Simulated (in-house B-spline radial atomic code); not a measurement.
**Solving the quasi-particle equation for 5d of Pb⁴⁺**

Configuration [Xe] 4f14 5d10, start LDA VWN5; correlation leaves out the 5 deepest shells. Computed with a B-spline radial code for spherical atoms: all electrons, scalar-relativistic (spin-free one-electron X2C), finite nucleus, each spin shell either full or empty, empty states to l = 9 with an (l + 1/2)⁻⁴ tail; G0W0 by contour deformation at full frequency.

At the mean-field level ε = -61.864 eV the matrix elements are Σx = -41.308 eV, v_xc = -33.086 eV and Σc(ε) = -0.589 eV, and the slope of the correlation self-energy is dΣc/dω = -0.0500. The quasi-particle energy solves E = ε + Σx − v_xc + Σc(E).

(1) What does the linearised equation give?

(2) How does that compare with the full solution and with static screening?

## Answers

(1) Z = 1/(1 − dΣc/dω) = 1/1.0500 = 0.9524. The first-order shift is Σx − v_xc + Σc(ε) = -41.308 − (-33.086) + (-0.589) = -8.811 eV, so E ≈ ε + Z × shift = -61.864 + 0.9524 × (-8.811) = -70.256 eV.

(2) Solving the equation at full frequency dependence gives E = -70.185 eV, where Σc = -0.099 eV and the weight is 0.930; the linearised value is off by 71 meV. Leaving Z out would give -70.675 eV. Static COHSEX puts -3.756 eV in place of Σc and gives -73.842 eV, 3.66 eV deeper.
